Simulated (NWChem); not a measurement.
System: CH$_{3}$FO$_{2}$W; SMILES [CH3][W](=[O])(=[O])[F]

Input file for NWChem:

```
start job
memory heap 200 mb stack 900 mb global 1100 mb
geometry units angstroms noautoz
  W     -0.038863     0.027611    -0.005759
  O      1.210857    -0.381307    -1.080364
  O      0.615161     0.063597     1.560995
  F     -0.992575     1.565322    -0.479906
  C     -1.275003    -1.666522     0.000592
  H     -1.700511    -1.816227    -1.006130
  H     -2.090949    -1.525464     0.729466
  H     -0.709380    -2.569104     0.278985
end
basis spherical
  * library def2-svp
end
ecp
  W library def2-ecp
end
dft
  xc revpbe cpbe96
  iterations 150
  mulliken
end
task dft energy
```

Parts of the log:

```
             Northwest Computational Chemistry Package (NWChem) 7.3.0
             --------------------------------------------------------

 CS  symmetry detected

                             Geometry "geometry" -> ""
                             -------------------------

 Output coordinates in angstroms (scale by  1.889725989 to convert to a.u.)

  No.       Tag          Charge          X              Y              Z
 ---- ---------------- ---------- -------------- -------------- --------------
    1 W                   74.0000     0.05550766     0.04017061     0.00000000
    2 O                    8.0000     0.98623645    -0.32742469    -1.37200301
    3 O                    8.0000     0.98623645    -0.32742469     1.37200301
    4 F                    9.0000    -0.67282360     1.76309564     0.00000000
    5 C                    6.0000    -1.44591781    -1.42403232     0.00000000
    6 H                    1.0000    -2.07182923    -1.31065188    -0.90128715
    7 H                    1.0000    -2.07182923    -1.31065188     0.90128715
    8 H                    1.0000    -1.01277243    -2.43619330     0.00000000

 Effective nuclear repulsion energy (a.u.)     797.3398923874

      Symmetry information
      --------------------

 Group name             Cs
 Group number              2
 Group order               2
 No. of unique centers     6

 Summary of "ao basis" -> "ao basis" (spherical)
 ------------------------------------------------------------------------------
       Tag                 Description            Shells   Functions and Types
 ---------------- ------------------------------  ------  ---------------------
 W                          def2-svp                12       32   6s3p2d1f
 O                          def2-svp                 6       14   3s2p1d
 F                          def2-svp                 6       14   3s2p1d
 C                          def2-svp                 6       14   3s2p1d
 H                          def2-svp                 3        5   2s1p

      Symmetry analysis of basis
      --------------------------

        a'         65
        a"         38

            General Information
            -------------------
          SCF calculation type: DFT
          Wavefunction type:  closed shell.
          No. of atoms     :     8
          No. of electrons :    48
           Alpha electrons :    24
            Beta electrons :    24
          Charge           :     0
          Spin multiplicity:     1
          Use of symmetry is: on ; symmetry adaption is: on
          Maximum number of iterations: 150
          AO basis - number of functions:   103
                     number of shells:    45
          Convergence on energy requested:  1.00D-06
          Convergence on density requested:  1.00D-05
          Convergence on gradient requested:  5.00D-04

              XC Information
              --------------
                        RevPBE Exchange Functional  1.000
            Perdew 1991 LDA Correlation Functional  1.000 local
           PerdewBurkeErnz. Correlation Functional  1.000 non-local

             Grid Information
             ----------------
          Grid used for XC integration:  medium
          Radial quadrature: Mura-Knowles
          Angular quadrature: Lebedev.
          Tag              B.-S. Rad. Rad. Pts. Rad. Cut. Ang. Pts.
          ---              ---------- --------- --------- ---------
          W                   1.35      123           9.0       590
          O                   0.60       49          11.0       434
          F                   0.50       49          11.0       434
          C                   0.70       49          10.0       434
          H                   0.35       45          11.0       434
          Grid pruning is: on
          Number of quadrature shells:   360
          Spatial weights used:  Erf1

      Superposition of Atomic Density Guess
      -------------------------------------

 Sum of atomic energies:        -360.97408315

      Non-variational initial energy
      ------------------------------

 Total energy =    -354.538504
 1-e energy   =    -944.355075
 2-e energy   =     370.732617
 HOMO         =      -0.373870
 LUMO         =      -0.009383

      Symmetry analysis of molecular orbitals - initial
      -------------------------------------------------

  Numbering of irreducible representations:

     1 a'          2 a"

  Orbital symmetries:

     1 a'          2 a'          3 a"          4 a'          5 a'
     6 a"          7 a'          8 a'          9 a'         10 a'
    11 a"         12 a'         13 a'         14 a"         15 a'
    16 a'         17 a"         18 a'         19 a"         20 a"
    21 a'         22 a'         23 a"         24 a'         25 a'
    26 a'         27 a"         28 a'         29 a"         30 a'
    31 a'         32 a'         33 a"         34 a"

     ---------------------------------------------
      Total Density - Mulliken Population Analysis
     ---------------------------------------------

    Atom       Charge   Shell Charges
 -----------   ------   -------------------------------------------------------
    1 W   14    10.96   0.04 -0.35  1.80  0.54  0.37  0.08  5.49  0.57  0.10  1.87  0.28  0.16
    2 O    8     9.05   1.99  1.16  0.74  3.18  1.98  0.01
    3 O    8     9.05   1.99  1.16  0.74  3.18  1.98  0.01
    4 F    9     9.62   1.99  1.15  0.80  3.53  2.15  0.00
    5 C    6     6.78   1.99  0.96  0.35  2.14  1.33  0.01
    6 H    1     0.84   0.64  0.17  0.03
    7 H    1     0.84   0.64  0.17  0.03
    8 H    1     0.84   0.64  0.17  0.03

   convergence    iter        energy       DeltaE   RMS-Dens  Diis-err
 ---------------- ----- ----------------- --------- --------- ---------
 d= 0,ls=0.0,diis     1   -356.6623328056 -5.76D+02  7.16D-02  4.60D+00
 d= 0,ls=0.0,diis     2   -345.9862480415  1.07D+01  6.23D-02  7.31D+01
 d= 0,ls=0.0,diis     3   -356.6499766099 -1.07D+01  1.40D-02  6.36D+00
 d= 0,ls=0.0,diis     4   -357.1973469342 -5.47D-01  3.76D-03  4.08D-01
 d= 0,ls=0.0,diis     5   -357.2278260047 -3.05D-02  2.16D-03  6.16D-02
  Resetting Diis
 d= 0,ls=0.0,diis     6   -357.2331789143 -5.35D-03  8.30D-04  1.22D-02
 d= 0,ls=0.0,diis     7   -357.2347984280 -1.62D-03  3.67D-04  3.69D-04
 d= 0,ls=0.0,diis     8   -357.2345887622  2.10D-04  2.61D-04  2.57D-03
 d= 0,ls=0.0,diis     9   -357.2348277431 -2.39D-04  7.48D-05  1.22D-04
 d= 0,ls=0.0,diis    10   -357.2348375221 -9.78D-06  2.79D-05  3.03D-05
 d= 0,ls=0.0,diis    11   -357.2348403163 -2.79D-06  5.98D-06  9.62D-07
 d= 0,ls=0.0,diis    12   -357.2348404165 -1.00D-07  1.74D-06  5.52D-08

         Total DFT energy =     -357.234840416517
      One electron energy =     -948.053516633336
           Coulomb energy =      413.433521857679
    Exchange-Corr. energy =      -41.698799532710
 Nuclear repulsion energy =      219.083953891851

 Numeric. integr. density =       47.999991294245

                  Occupations of the irreducible representations
                  ----------------------------------------------

                     irrep           alpha         beta
                     --------     --------     --------
                     a'               16.0         16.0
                     a"                8.0          8.0

                       DFT Final Molecular Orbital Analysis
                       ------------------------------------

 Vector   22  Occ=2.000000D+00  E=-3.203501D-01  Symmetry=a'
              MO Center=  4.8D-01, -9.4D-02, -3.2D-11, r^2= 3.3D+00
   Bfn.  Coefficient  Atom+Function         Bfn.  Coefficient  Atom+Function
  ----- ------------  ---------------      ----- ------------  ---------------
    38      0.366950  2 O  pz                52     -0.366950  3 O  pz
    16     -0.261976  1 W  d -2              41      0.229919  2 O  pz
    55     -0.229919  3 O  pz                20      0.219966  1 W  d  2
    64     -0.196282  4 F  px                 7     -0.184762  1 W  px
    65     -0.167834  4 F  py                 3     -0.136915  1 W  s

 Vector   23  Occ=2.000000D+00  E=-2.972367D-01  Symmetry=a'
              MO Center= -1.1D-01, -7.0D-01, -2.0D-12, r^2= 3.5D+00
   Bfn.  Coefficient  Atom+Function         Bfn.  Coefficient  Atom+Function
  ----- ------------  ---------------      ----- ------------  ---------------
    37      0.262818  2 O  py                51      0.262818  3 O  py
    79     -0.253350  5 C  py                77     -0.238638  5 C  s
     3      0.231612  1 W  s                 78     -0.222977  5 C  px
     8     -0.209731  1 W  py                81     -0.192959  5 C  px
    82     -0.185387  5 C  py                40      0.181906  2 O  py

 Vector   24  Occ=2.000000D+00  E=-2.760965D-01  Symmetry=a"
              MO Center=  9.7D-01, -3.2D-01, -1.3D-13, r^2= 2.5D+00
   Bfn.  Coefficient  Atom+Function         Bfn.  Coefficient  Atom+Function
  ----- ------------  ---------------      ----- ------------  ---------------
    36      0.413250  2 O  px                50     -0.413250  3 O  px
    39      0.294381  2 O  px                53     -0.294381  3 O  px
    37     -0.161318  2 O  py                51      0.161318  3 O  py
     9     -0.152872  1 W  pz                38      0.128733  2 O  pz
    52      0.128733  3 O  pz                40     -0.114131  2 O  py

 Vector   25  Occ=0.000000D+00  E=-1.132822D-01  Symmetry=a'
              MO Center= -4.4D-02, -1.2D-02,  1.3D-11, r^2= 2.4D+00
   Bfn.  Coefficient  Atom+Function         Bfn.  Coefficient  Atom+Function
  ----- ------------  ---------------      ----- ------------  ---------------
    20      0.771692  1 W  d  2              16     -0.229409  1 W  d -2
    64     -0.225722  4 F  px               100      0.211300  8 H  s
    67      0.183025  4 F  px                38     -0.173653  2 O  pz
    52      0.173653  3 O  pz                41     -0.164930  2 O  pz
    55      0.164930  3 O  pz                25      0.160215  1 W  d  2

[...]
```

Level: revPBE/def2-SVP with def2 effective core potentials on W. Geometry: optimised at PBE0/def2-SVP. Not confirmed as a minimum by frequencies. def2 effective core potentials on W; no spin-orbit coupling.
